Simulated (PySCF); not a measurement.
Si(H)(OSiH3)3, SMILES [SiH3]O[SiH](O[SiH3])O[SiH3] (H10O3Si4) (GFN2-xTB optimised geometry):

```
17

Si     1.138    -0.156     0.918
O      1.031     1.224     1.745
Si     0.249     1.994     2.938
O     -0.174    -0.342     0.000
Si    -1.796    -0.342     0.000
O      1.262    -1.394     1.944
Si     0.481    -2.264     3.067
H      2.305    -0.118     0.076
H      0.539     3.396     2.649
H     -1.186     1.700     2.883
H      0.816     1.548     4.212
H     -2.108    -1.040    -1.245
H     -2.305    -1.049     1.179
H     -2.252     1.049     0.000
H     -0.320    -1.387     3.927
H      1.579    -2.899     3.791
H     -0.377    -3.229     2.377
```

Calculation: CAM-B3LYP/def2-SVP (PySCF).

Problem. What are the frontier orbital energies and the dipole moment?

Solution. HOMO-2 -10.27 eV, HOMO-1 -10.27 eV, HOMO -10.00 eV, LUMO 1.03 eV, LUMO+1 2.06 eV; dipole moment 1.69 D.

On the same geometry PySCF with PBE/def2-SVP gives HOMO-2 -7.38 eV, HOMO-1 -7.38 eV, HOMO -7.08 eV, LUMO -0.87 eV, LUMO+1 0.02 eV; dipole moment 1.47 D.

Meta-Löwdin charges at CAM-B3LYP/def2-SVP: Si1 1.35, O2 -0.81, Si3 0.79, O4 -0.81, Si5 0.79, O6 -0.81, Si7 0.79, H8 -0.14, H9 -0.12, H10 -0.13, H11 -0.13, H12 -0.12, H13 -0.13, H14 -0.13, H15 -0.13, H16 -0.12, H17 -0.13.
